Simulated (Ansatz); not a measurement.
Z-matrix (Å, degrees):
```
C
B 1 1.562
H 1 1.091 2 114.5
H 1 1.094 2 111.1 3 -124.3
H 1 1.098 2 107.8 3 119.4
F 2 1.341 1 117.1 3 165.2
B 2 1.689 1 124.5 3 -17.5
C 7 1.556 2 121.6 1 -100.0
H 7 1.201 2 121.6 1 82.2
N 8 1.277 7 120.5 2 -61.1
H 8 1.096 7 123.0 2 126.7
H 10 1.025 8 111.4 7 8.5
```

Total charge 0; spin multiplicity 1.

**Question.** List the ωB97M-V/def2-TZVPP orbital energies in eV (Ansatz). (Best estimate.)

**Answer.** Computed: Occupied: -677.87, -394.75, -282.49, -281.04, -189.01, -188.05, -36.62, -28.10, -22.75, -20.15, -18.38, -17.43, -15.80, -15.71, -14.87, -14.44, -13.90, -13.71, -13.41, -11.98, -10.41, -9.75. Lowest empty: -0.31, 1.34, 1.96, 2.15, 2.98, 3.56, 3.86, 4.00.
